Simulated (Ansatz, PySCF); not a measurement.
CH6O2Si2, SMILES [SiH2](C=O)O[SiH3]. Atoms are numbered in the order given.

```xyz
11

O     -3.1743     0.0437     0.5657
C     -1.9981    -0.0867     0.8210
Si    -0.6855     0.1732    -0.5650
O      0.8164    -0.0733     0.0877
Si     2.4731    -0.1277    -0.0286
H     -1.6652    -0.3591     1.8645
H     -0.9635    -0.8016    -1.6565
H     -0.8254     1.5631    -1.0822
H      3.0234    -0.4933     1.3036
H      2.8816    -1.1477    -1.0368
H      3.0005     1.2050    -0.4402
```

Geometry optimised at B3LYP-D3(BJ)/def2-SVP. Other conformers were not sampled.

Two levels are set side by side: PBE-D3(BJ)/def2-SVP (Ansatz, a first-principles code) and B3LYP-D3(BJ)/def2-SVP (Ansatz). Each level has its own optimised geometry; the coordinates shown are those of the second. Frequencies come from the Hessian of PySCF at each geometry. Differences are taken from unrounded values.

```csv
quantity,B3LYP-D3(BJ)
mean bond length (Å),1.503
bond O1–C2 (Å),1.211
bond C2–Si3 (Å),1.927
bond Si3–O4 (Å),1.656
bond O4–Si5 (Å),1.662
bond C2–H6 (Å),1.129
bond Si3–H7 (Å),1.490
bond Si3–H8 (Å),1.490
bond Si5–H9 (Å),1.487
bond Si5–H10 (Å),1.491
bond Si5–H11 (Å),1.491
highest harmonic wavenumber (cm⁻¹),2802
mean harmonic wavenumber (cm⁻¹),1058
zero-point energy (kcal/mol),40.84
```

Q: What does PBE-D3(BJ) give, and how far is it from B3LYP-D3(BJ)? (An estimate is asked for; the answer gives what the named calculation found.)

A: 
```tsv
quantity	PBE-D3(BJ)	PBE-D3(BJ) minus B3LYP-D3(BJ)
mean bond length (Å)	1.516	0.013
bond O1–C2 (Å)	1.219	0.008
bond C2–Si3 (Å)	1.935	0.009
bond Si3–O4 (Å)	1.672	0.016
bond O4–Si5 (Å)	1.677	0.015
bond C2–H6 (Å)	1.139	0.011
bond Si3–H7 (Å)	1.504	0.015
bond Si3–H8 (Å)	1.504	0.015
bond Si5–H9 (Å)	1.500	0.013
bond Si5–H10 (Å)	1.505	0.014
bond Si5–H11 (Å)	1.505	0.014
highest harmonic wavenumber (cm⁻¹)	2715	-87
mean harmonic wavenumber (cm⁻¹)	1022	-36
zero-point energy (kcal/mol)	39.43	-1.41
```

Exact exchange shortens and stiffens bonds; PBE has none. Differences between two approximate levels are no errors against the true value.
